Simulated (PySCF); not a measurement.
imidazole cation (C3H4N2), SMILES c1c[nH]cn1 (connectivity only; charge and spin as stated), charge +1, multiplicity 2.

Geometry optimised at PBE0-D3(BJ)/def2-SVP. The spin state was assumed, not searched.

These are SMD-PBE0/def2-SVP run with PySCF values and carry that method's errors.

Solvation free energies are E(SMD) − E(gas) at the gas-phase geometry, for 1 M in both phases.

Computed solvation free energies in water, 1-octanol, toluene:
```
solvent    ΔG(solv) (kcal/mol)  its non-electrostatic (CDS) part
---------  -------------------  --------------------------------
water                    -70.2                               2.0
1-octanol                -65.2                               0.1
toluene                  -44.3                              -3.0
```
